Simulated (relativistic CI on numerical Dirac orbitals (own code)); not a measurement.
## Ligand-field terms of d8

Computed with a parametric ligand-field model of a d^n configuration (Racah B and C, spin-orbit zeta, crystal field), exact diagonalisation.

Field parameters in Wybourne normalisation: D3d B²₀ = −7Dσ, B⁴₀ = −14Dq − 21Dτ, B⁴₃ = −14√(10/7) Dq; D4h B²₀ = −7Ds, B⁴₀ = 21(Dq − Dt), B⁴₄ = 21√(5/14) Dq; Td as Oh with Dq negative (B⁴₀ = 21Dq, B⁴₄ = √(5/14) B⁴₀). The field is a parameter set, without covalency.

Problem. Ground term and bands for B = 640, C = 2290, ζ = 0 cm⁻¹, D4h, 10Dq = 20900, Ds = -1500, Dt = 340 cm⁻¹?

Solution. Ground term 3B1 with 2.00 electrons in the two orbitals of the cubic e set. Spin-allowed: 3E 17301 cm⁻¹ (578 nm), 3B2 20900 cm⁻¹ (478 nm), 3E 23303 cm⁻¹ (429 nm), 3A2 30173 cm⁻¹ (331 nm). Lowest spin-forbidden: 1A1 7804 cm⁻¹ (1281 nm), 1B1 9557 cm⁻¹ (1046 nm), 1A1 19326 cm⁻¹ (517 nm).

Problem. Ground term and bands for B = 690, C = 2500, ζ = 0 cm⁻¹, Td, 10Dq = -3100 cm⁻¹?

Solution. Ground term 3T1 with 3.87 electrons in the two orbitals of the cubic e set. Spin-allowed: 3T2 2605 cm⁻¹, 3A2 5705 cm⁻¹ (1753 nm), 3T1 12459 cm⁻¹ (803 nm). Lowest spin-forbidden: 1T2 9243 cm⁻¹ (1082 nm), 1E 9822 cm⁻¹ (1018 nm), 1T2 14596 cm⁻¹ (685 nm).

Problem. Ground term and bands for B = 540, C = 2730, ζ = 0 cm⁻¹, D3d, 10Dq = 18450, Dσ = -1200, Dτ = -10 cm⁻¹?

Solution. Ground term 3A2 with 2.01 electrons in the two orbitals of the cubic e set. Spin-allowed: 3E 17516 cm⁻¹ (571 nm), 3A1 19852 cm⁻¹ (504 nm), 3E 24576 cm⁻¹ (407 nm), 3A2 24651 cm⁻¹ (406 nm). Lowest spin-forbidden: 1E 9650 cm⁻¹ (1036 nm), 1A1 17425 cm⁻¹ (574 nm), 1E 26572 cm⁻¹ (376 nm).

Problem. Ground term and bands for B = 1000, C = 4230, ζ = 0 cm⁻¹, D4h, 10Dq = 7900, Ds = -1500, Dt = -300 cm⁻¹?

Solution. Ground term 3B1 with 2.00 electrons in the two orbitals of the cubic e set. Spin-allowed: 3B2 7900 cm⁻¹ (1266 nm), 3E 9058 cm⁻¹ (1104 nm), 3E 15886 cm⁻¹ (629 nm), 3A2 16878 cm⁻¹ (592 nm). Lowest spin-forbidden: 1A1 12460 cm⁻¹ (803 nm), 1B1 15826 cm⁻¹ (632 nm), 1B2 23312 cm⁻¹ (429 nm).

Problem. Ground term and bands for B = 860, C = 3400, ζ = 0 cm⁻¹, D4h, 10Dq = 12900, Ds = 1480, Dt = 130 cm⁻¹?

Solution. Ground term 3B1 with 2.00 electrons in the two orbitals of the cubic e set. Spin-allowed: 3E 11111 cm⁻¹ (900 nm), 3B2 12900 cm⁻¹ (775 nm), 3A2 14822 cm⁻¹ (675 nm), 3E 20763 cm⁻¹ (482 nm). Lowest spin-forbidden: 1A1 10281 cm⁻¹ (973 nm), 1B1 13363 cm⁻¹ (748 nm), 1A2 23450 cm⁻¹ (426 nm).
